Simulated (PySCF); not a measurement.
Computed shifts of a molecule C5H6BF, PySCF with PBE0/pcSseg-1, GIAO, gas phase, equivalent atoms averaged, in ppm (number of nuclei): ¹³C: 161.7 (1), 139.8 (1), 94.6 (1), 86.5 (1), 2.8 (1). ¹⁹F: -31.3 (1). ¹H: 7.21 (2), 3.64 (1), 0.88 (3). References: ¹³C against TMS (σ = 186.3 ppm); ¹¹B against BF3 (σ = 88.8 ppm); ¹⁹F against CFCl3 (σ = 167.2 ppm); ¹H against TMS (σ = 31.56 ppm), references at their B3LYP-D3(BJ)/def2-TZVP geometries, non-relativistic. Coordinates come from a PBE0-D3(BJ)/def2-SVP optimisation. Other conformers were not sampled.

Problem. Which structure fits?
(A) CC1=CB(F)C=C1
(B) C#CC1CB(F)C1
(C) CC1=CC=CB1F
(D) C#CC(=C)B(C)F

Solution. D, C#CC(=C)B(C)F
